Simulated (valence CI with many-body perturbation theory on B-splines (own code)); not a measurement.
Level structure of Hf XLII

Computed by valence CI with perturbative core correlation (CI+MBPT): three valence electrons over a frozen Dirac-Fock core [Ar] 3d10, a basis of 11 s, 11 p, 10 d, 8 f, 5 g, 2 h functions for each j, with the one-electron correlation potential Σ1 (screened to all orders), the two-electron term Σ2, the three-electron term Σ3, Breit, model QED; selected single and double excitations, second order for the rest, scaled by the run's own slope (own B-spline code, finite nucleus).

The last digits are not significant, and no measured levels were compared; by estimate large intervals hold to a few tenths of a per cent, small ones and those within an open d or f shell to about a per cent.

Levels 136 to 180 of 194, with energies above the lowest level, (4s^2 4p1/2) J=1/2. "Leading %" is the weight of the configuration and term that name the level; weights of strongly mixed levels are sums over their largest components and can fall short. In the jj column 3d3/2^4 stands for four electrons in 3d with j = 3/2.

```
No.  Configuration  Term     J  E (× 10³ cm⁻¹)  Leading %      g   Second component                Leading jj
136         4p2 4f   4D°   3/2          5560.0         32  1.185    29 % 4p2 4f 2P°  4p1/2 4p3/2 4f5/2 (51 %)
137         4p2 4f   2F°   7/2          5560.4         33  1.204    17 % 4p2 4f 4F°  4p1/2 4p3/2 4f7/2 (38 %)
138         4p2 4f   2P°   1/2          5563.5         55  0.392    40 % 4p2 4f 4D°  4p1/2 4p3/2 4f5/2 (94 %)
139         4p2 4f   2D°   5/2          5563.7         38  1.185    15 % 4p2 4f 4D°  4p1/2 4p3/2 4f7/2 (47 %)
140         4p2 4f   2F°   5/2          5644.6         42  0.946    16 % 4p 4d2 2F°  4p1/2 4p3/2 4f7/2 (64 %)
141         4p2 4f   2G°   9/2          5645.4         33  1.019    25 % 4p 4d2 2H°  4p1/2 4p3/2 4f7/2 (35 %)
142         4p 4d2   2P°   1/2          5654.0         73  0.663    17 % 4p 4d2 4D°      4p1/2 4d5/2^2 (92 %)
143         4p2 4f   2D°   3/2          5655.2         38  1.064    26 % 4p2 4f 2P°  4p1/2 4p3/2 4f7/2 (61 %)
144         4p2 4f   2F°   7/2          5678.8         19  1.068    18 % 4p 4d2 2F°  4p1/2 4p3/2 4f7/2 (29 %)
145       4s 4d 4f   4H°   7/2          5866.5         61  0.777  20 % 4s 4d 4f 2G°     4s 4d3/2 4f5/2 (85 %)
146       4s 4d 4f   4F°   5/2          5885.1         25  0.987  16 % 4s 4d 4f 2D°     4s 4d3/2 4f5/2 (62 %)
147       4s 4d 4f   4H°   7/2          5885.6         29  0.905    16 % 4p 4d2 2G°     4s 4d3/2 4f5/2 (48 %)
148       4s 4d 4f   4H°   9/2          5894.4         57  0.999  16 % 4s 4d 4f 2H°     4s 4d3/2 4f5/2 (81 %)
149       4s 4d 4f   4F°   3/2          5895.9         54  0.636  13 % 4s 4d 4f 2D°     4s 4d3/2 4f5/2 (71 %)
150       4s 4d 4f   4F°   7/2          5932.3         48  1.138  15 % 4s 4d 4f 4G°     4s 4d3/2 4f7/2 (80 %)
151       4s 4d 4f   4F°   9/2          5934.7         26  1.165  20 % 4s 4d 4f 4G°     4s 4d3/2 4f7/2 (76 %)
152         4p 4d2   2D°   3/2          5946.2         23  0.924    18 % 4p 4d2 4F°      4p3/2 4d3/2^2 (73 %)
153       4s 4d 4f   4F°   3/2          5952.4         18  1.025  13 % 4s 4d 4f 2P°     4s 4d3/2 4f5/2 (45 %)
154       4s 4d 4f   4H°  11/2          5952.5         69  1.148  10 % 4s 4d 4f 2H°     4s 4d3/2 4f7/2 (70 %)
155       4s 4d 4f   4F°   5/2          5953.9         47  1.104  15 % 4s 4d 4f 4D°     4s 4d3/2 4f7/2 (62 %)
156         4p 4d2   4D°   1/2          5957.4         62  0.326    14 % 4p 4d2 2P°      4p3/2 4d3/2^2 (78 %)
157       4s 4d 4f   4G°   5/2          5965.2         43  0.934  18 % 4s 4d 4f 2D°     4s 4d3/2 4f5/2 (68 %)
158       4s 4d 4f   4H°   9/2          5965.3         23  1.058    13 % 4p 4d2 4G°     4s 4d3/2 4f7/2 (43 %)
159       4s 4d 4f   2G°   7/2          5973.7         22  1.111  15 % 4s 4d 4f 4D°     4s 4d3/2 4f7/2 (49 %)
160       4s 4d 4f   4P°   5/2          5982.5         21  1.115  18 % 4s 4d 4f 4G°     4s 4d3/2 4f7/2 (47 %)
161         4p 4d2   4G°   9/2          5995.8         18  1.106  14 % 4s 4d 4f 2G°  4p3/2 4d3/2 4d5/2 (40 %)
162         4p 4d2   4G°  11/2          6006.9         32  1.175    27 % 4p 4d2 2H°  4p3/2 4d3/2 4d5/2 (51 %)
163       4s 4d 4f   2D°   3/2          6009.4         27  1.150  17 % 4s 4d 4f 4D°     4s 4d3/2 4f7/2 (63 %)
164         4p 4d2   4F°   5/2          6012.5         22  1.027    20 % 4p 4d2 4D°  4p3/2 4d3/2 4d5/2 (31 %)
165       4s 4d 4f   4G°   7/2          6023.1         25  1.096    20 % 4p 4d2 2F°  4p3/2 4d3/2 4d5/2 (40 %)
166       4s 4d 4f   2D°   5/2          6023.9         24  1.119    10 % 4p 4d2 2F°  4p3/2 4d3/2 4d5/2 (42 %)
167       4s 4d 4f   4D°   1/2          6025.8         57  0.393    15 % 4p 4d2 4D°     4s 4d3/2 4f5/2 (66 %)
168         4p 4d2   4D°   7/2          6028.9         17  1.157  14 % 4s 4d 4f 4F°     4s 4d5/2 4f5/2 (47 %)
169         4p 4d2   4F°   7/2          6046.8         36  1.126  13 % 4s 4d 4f 4G°  4p3/2 4d3/2 4d5/2 (45 %)
170         4p 4d2   4D°   3/2          6046.8         34  1.202  16 % 4s 4d 4f 4P°  4p3/2 4d3/2 4d5/2 (55 %)
171       4s 4d 4f   4H°  13/2          6048.2        100  1.227                       4s 4d5/2 4f7/2 (100 %)
172         4p 4d2   2H°  11/2          6050.3         20  1.166  17 % 4s 4d 4f 2H°     4s 4d5/2 4f7/2 (46 %)
173         4p 4d2   2S°   1/2          6054.2         35  1.631    23 % 4p 4d2 4P°  4p3/2 4d3/2 4d5/2 (75 %)
174       4s 4d 4f   4D°   3/2          6069.2         29  1.422    24 % 4p 4d2 4S°      4p3/2 4d3/2^2 (28 %)
175       4s 4d 4f   4F°   9/2          6074.9         53  1.229  29 % 4s 4d 4f 2G°     4s 4d5/2 4f7/2 (88 %)
176       4s 4d 4f   4P°   5/2          6078.3         35  1.358    13 % 4p 4d2 4D°  4p3/2 4d3/2 4d5/2 (42 %)
177       4s 4d 4f   2F°   7/2          6086.2         31  1.191  15 % 4s 4d 4f 4D°     4s 4d5/2 4f7/2 (60 %)
178       4s 4d 4f   4G°   9/2          6099.9         36  1.118    13 % 4p 4d2 4F°     4s 4d5/2 4f5/2 (45 %)
179       4s 4d 4f   2D°   5/2          6100.0         27  1.147  17 % 4s 4d 4f 4D°     4s 4d5/2 4f5/2 (44 %)
180       4s 4d 4f   2D°   3/2          6101.4         37  0.954  10 % 4s 4d 4f 4F°     4s 4d5/2 4f5/2 (42 %)
```

Where two levels of one J and parity lie close, their mixing, g and order are uncertain.
